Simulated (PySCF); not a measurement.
**Ne²⁺: excitation energy**

Ne²⁺ [He] 2s2 2p4 (3P) → Ne²⁺ [He] 2s2 2p3 3s1 (5S), as a difference of total energies. All numbers are calculated (PySCF 2.14, scalar relativity by spin-free X2C-1e, in x2c-TZVPPall with one added diffuse shell each of s, p, d type (6s4p3d1f, 40 functions)). Correlated levels: valence: 1s2 frozen; valence and next inner shell: nothing frozen. The calculations carry no spin-orbit coupling.

```
                            method  excitation energy (eV)
                               UHF                  37.285
                               PBE                  38.621
                              PBE0                  38.605
                            r2SCAN                  38.830
                             HSE06                  38.640
                           r2SCANh                  38.779
                              BP86                  38.904
                           wB97X-V                  38.728
                     MP2 (valence)                  38.121
                 SCS-MP2 (valence)                  38.281
MP2 (valence and next inner shell)                  38.137
```

**Question.** Estimate what SCS-MP2 (valence and next inner shell) gives.

**Answer.** 38.286 eV, closest to SCS-MP2 (valence) among the rows shown.

**Question.** Estimate what LDA gives.

**Answer.** 38.396 eV, closest to SCS-MP2 (valence) among the rows shown.

A first-order spin-orbit estimate (lowest level to lowest level, LS coupling) adds 0.038 eV.

The promoted electron is Rydberg-like, and one or two diffuse shells describe it only roughly, which tends to raise the upper state.
